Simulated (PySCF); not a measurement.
**H3MoO, doublet: data card**

These are results of UPBE0 in PySCF with Mo def2-TZVP with ECP28, O def2-TZVP, H def2-TZVP; scalar-relativistic core potentials, no spin–orbit coupling; density-fitted integrals, not measurements.

The structure is a minimum.

Coordinates in bohr (charge 0 multiplicity 2):
```
Mo    0.3003   -0.0088   -0.2611
O    -2.1330    0.0169    1.6739
H     1.1500    2.9400   -1.2728
H     0.9843   -2.8420   -1.7634
H     2.5676    0.4574    1.8919
```

```json
{"Point group": "C1", "Bond lengths": "Mo–H 1.673 Å, Mo–H 1.710 Å, Mo–H 1.735 Å, Mo–O 1.645 Å", "Bond angles": "H–Mo–H 83.7°, H–Mo–H 106.8°, H–Mo–H 126.2°, H–Mo–O 97.8°, H–Mo–O 113.1°, H–Mo–O 117.1°", "Entropy at 298.15 K and 1 bar (electronic part: spin only)": "285.1 J/(mol K)", "Spin squared ⟨S²⟩": "0.760", "Dipole moment": "1.86 D", "Zero-point energy": "56.0 kJ/mol", "Rotational constants": "2.203, 0.4029, 0.3804 cm⁻¹", "Lowest empty level (α)": "-3.46 eV", "Atomisation energy without zero-point energy": "1321 kJ/mol", "Principal polarisabilities": "41.3, 45.7, 46.6 bohr³", "Principal quadrupole moments (Buckingham, traceless) about the centre of mass": "-3.02, -1.14, 4.16 D Å", "Highest occupied level (α)": "-7.56 eV", "Rotational symmetry number": "1", "Heat capacity Cp at 298.15 K": "60.4 J/(mol K)", "Enthalpy at 298.15 K above 0 K": "13.79 kJ/mol"}
```

Harmonic modes (masses in u: Mo 97.905, O 15.995, H 1.008):
```csv
symmetry,ω (cm⁻¹),IR (km/mol),type
a,117,13.9,bend
a,352,97.5,bend
a,571,7.6,bend
a,663,26.1,bend
a,796,21.7,bend
a,1103,194,mixed
a,1848,260,stretch
a,1902,150,stretch
a,2012,72.5,stretch
```

Charges (e):
```json
{"atom": "Mo1", "Mulliken": "0.68", "Löwdin": "0.36", "polar tensor": "1.35", "spin (Mulliken)": "1.22", "Mayer order to Mo1": "–"}
{"atom": "O2", "Mulliken": "-0.50", "Löwdin": "-0.21", "polar tensor": "-0.65", "spin (Mulliken)": "-0.09", "Mayer order to Mo1": "2.16"}
{"atom": "H3", "Mulliken": "-0.06", "Löwdin": "-0.06", "polar tensor": "-0.22", "spin (Mulliken)": "-0.05", "Mayer order to Mo1": "0.94"}
{"atom": "H4", "Mulliken": "-0.11", "Löwdin": "-0.09", "polar tensor": "-0.31", "spin (Mulliken)": "-0.03", "Mayer order to Mo1": "0.94"}
{"atom": "H5", "Mulliken": "-0.01", "Löwdin": "0.00", "polar tensor": "-0.17", "spin (Mulliken)": "-0.06", "Mayer order to Mo1": "0.96"}
```

Mulliken populations on Mo1 (electrons outside its core potential): s 2.62, p 6.49, d 4.17, f 0.04.

Only a few start shapes were tried, so a lower isomer may exist. Other spin states or occupations of the open shell can lie lower.

The final relaxation and frequency run took 67 s on 4 threads of a shared Arm Neoverse V2 host, with 89 basis functions and 27 gradients; the process peaked at 1.2 GiB.
